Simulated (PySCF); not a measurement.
# Relaxation of doublet InHF

Method: PySCF, UPBE0, basis In def2-TZVP with ECP28, H def2-TZVP, F def2-TZVP (scalar-relativistic core potentials, no spin–orbit coupling, density fitting). A (50,194) grid was used.

A hand-made bent start, of Cs symmetry, held to at least that symmetry:

Coordinates in bohr (charge 0 multiplicity 2):
```
In   -0.4290    0.0000   -0.3285
H    -3.1224    0.0000    1.5574
F     2.7600    0.0000    1.9044
```

**Question.** What forces act on the atoms at the start (eV/Å)?

**Answer.** 
| atom | Fx | Fy | Fz |
| --- | --- | --- | --- |
| In1 | 1.36 | 0.00 | 0.62 |
| H2 | -0.33 | 0.00 | 0.17 |
| F3 | -1.03 | 0.00 | -0.79 |

**Question.** What does it relax to?

**Answer.** It ends at Cs with In–F 1.970 Å, In–H 1.779 Å; F–In–H 113.7° (after a last refinement on a finer grid). A frequency run shows a minimum. Other isomers or separated fragments may lie lower.

**Question.** How much energy is released, and in how many steps?

**Answer.** 7.0 kJ/mol in 4 steps.

With an element this heavy the missing spin–orbit coupling can shift these numbers.
